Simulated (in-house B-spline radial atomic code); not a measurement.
Checks on a self-consistent run for Co III (Co2+), [Ne] 3s2 3p5 3d7 7f1. Level of theory: Dirac-Hartree-Fock, average of configuration, Fermi nucleus of rms radius 3.7875 fm; calculated with an all-electron radial atomic-structure program (B-spline basis).

```csv
orbital,q,ε (Eh),<1/r>,<r²>,small-component weight
1s1/2,2,-287.52118,27.0403,0.00424075,0.0094558
2s1/2,2,-36.97216,5.87436,0.0760422,0.0017755
2p1/2,2,-32.11424,5.78788,0.0609271,0.0017373
2p3/2,4,-31.56021,5.67867,0.062485,0.0017123
3s1/2,2,-5.95488,1.83752,0.677786,0.0003815
3p1/2,1.6667,-4.48884,1.71934,0.747299,0.00034494
3p3/2,3.3333,-4.41532,1.69602,0.762705,0.00033955
3d3/2,2.8,-2.00242,1.39513,1.06693,0.00024221
3d5/2,4.2,-1.99409,1.38923,1.07529,0.00024072
7f5/2,0.42857,-0.09231,0.0622091,564.571,2.5279e-06
7f7/2,0.57143,-0.09232,0.0622136,564.535,2.5283e-06
```

Electron-electron repulsion V_ee = 500.0513 hartree.

(1) What total energy follows from the eigenvalues?

(2) Does the Dirac virial theorem hold?

(3) What diamagnetic shielding (Lamb formula) and susceptibility (Langevin formula) do the radii give?

Answers

(1) The eigenvalues count the repulsion twice, so E = Σqε - V_ee = -887.639 - 500.051 = -1387.690 hartree; the run printed -1387.690.

(2) For a point nucleus E = -2c²Σq·w, with w the small-component weight. Here Σq·w = 0.036948 and c = 137.0360, so the ratio E/(-2c²Σq·w) is 1.000007; the finite nucleus accounts for the departure from 1.

(3) σ = (α²/3)Σq<1/r> = 122.117/(3·137.036²) = 2167.6 ppm, and χ = -0.79199×10⁻⁶·Σq<r²> = -457.6×10⁻⁶ cm³/mol with Σq<r²> = 577.73 bohr². Both are non-relativistic formulas without the paramagnetism of open shells.
